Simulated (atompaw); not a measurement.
An all-electron radial function and its pseudo partner (fluorine (F))

Columns: radius, all-electron u(r) and pseudo u(r) of the 2p shell (level -19.16 eV) of fluorine in the configuration [He] 2s2 2p4.5; PBEsol, scalar-relativistic, PAW (atompaw) scheme, atompaw 4.2.0.5.

| r (bohr) | all-electron | pseudo |
| --- | --- | --- |
| 0.046 | 0.0384 | 0.0046 |
| 0.092 | 0.1263 | 0.0180 |
| 0.138 | 0.2356 | 0.0399 |
| 0.185 | 0.3524 | 0.0700 |
| 0.231 | 0.4620 | 0.1061 |
| 0.277 | 0.5618 | 0.1477 |
| 0.323 | 0.6494 | 0.1940 |
| 0.369 | 0.7241 | 0.2442 |
| 0.415 | 0.7860 | 0.2975 |
| 0.462 | 0.8365 | 0.3543 |
| 0.508 | 0.8744 | 0.4113 |
| 0.554 | 0.9019 | 0.4683 |
| 0.600 | 0.9202 | 0.5237 |
| 0.646 | 0.9305 | 0.5759 |
| 0.692 | 0.9340 | 0.6233 |
| 0.738 | 0.9315 | 0.6648 |
| 0.785 | 0.9240 | 0.7004 |
| 0.831 | 0.9125 | 0.7290 |
| 0.877 | 0.8977 | 0.7522 |
| 0.923 | 0.8802 | 0.7708 |
| 0.969 | 0.8606 | 0.7850 |
| 1.015 | 0.8393 | 0.7937 |
| 1.062 | 0.8162 | 0.7948 |
| 1.108 | 0.7927 | 0.7861 |
| 1.154 | 0.7685 | 0.7677 |
| 1.200 | 0.7440 | 0.7440 |

**Question.** How many radial nodes do the two functions have?

**Answer.** The all-electron 2p function has n − l − 1 = 0; the pseudo-wave has 0.

**Question.** Is the pseudo-wave norm-conserving?

**Answer.** No, it belongs to a PAW set: the norm inside the radius is not constrained, and the difference is carried by the augmentation charge.
